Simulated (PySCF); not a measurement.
Species: [TcO4]2- (charge -2 and doublet state).
Geometry (PBE0-D3(BJ)/def2-SVP, Å), atoms numbered from 1 in this order:
```xyz
5
TcO4 angstrom
Tc     0.0002   -0.0007   -0.0001
O      0.0854   -0.1333    1.7541
O      1.6708    0.1374   -0.5406
O     -0.8275    1.3961   -0.6818
O     -0.9288   -1.3995   -0.5317
```

Level of theory: PBE0-D3(BJ)/def2-SVP geometry optimisation, gas phase, def2 core potentials past Kr (PySCF 2.14.0).

(1) Which atoms are bound to Tc1, and at what distances?

(2) List the angles at Tc1.

(3) What is the shape at Tc1?

Answers

(1) 4 atoms: O4 1.761 Å, O3 1.761 Å, O2 1.761 Å, O5 1.761 Å.

(2) 
```json
{"angle": "O3–Tc1–O5", "degrees": "118.0", "distance of the outer atoms (Å)": "3.02"}
{"angle": "O2–Tc1–O4", "degrees": "117.9", "distance of the outer atoms (Å)": "3.02"}
{"angle": "O2–Tc1–O5", "degrees": "105.4", "distance of the outer atoms (Å)": "2.80"}
{"angle": "O2–Tc1–O3", "degrees": "105.4", "distance of the outer atoms (Å)": "2.80"}
{"angle": "O4–Tc1–O5", "degrees": "105.4", "distance of the outer atoms (Å)": "2.80"}
{"angle": "O3–Tc1–O4", "degrees": "105.4", "distance of the outer atoms (Å)": "2.80"}
```

(3) Distorted tetrahedral: angles from 105.4° to 118.0°; τ4 = (360° − α − β)/141° = 0.88 with α and β the two widest (0 for a square, 1 for a tetrahedron).

Point group: near Td, missed by 0.23 Å at most; the miss may be what the optimiser left on a soft mode (D2d holds within 0.08 Å). Charge -2, doublet. ⟨S²⟩ = 0.756 (exact for a doublet: 0.75). Whether so highly charged an anion holds all its electrons in the gas phase wasn't checked; a finite basis holds them in any case. No counter-ion or solvent screens the charge of this multiply charged ion. No PBE0-D3(BJ)/def2-SVP frequencies stand behind this structure, so it isn't proved a minimum.

The run took 29 s wall on one thread, x86-64 server, shared host. This is the geometry optimisation.

Caution for open-shell metal species: one SCF solution and one stationary point were followed, and a lower state or a bent or distorted shape isn't ruled out.
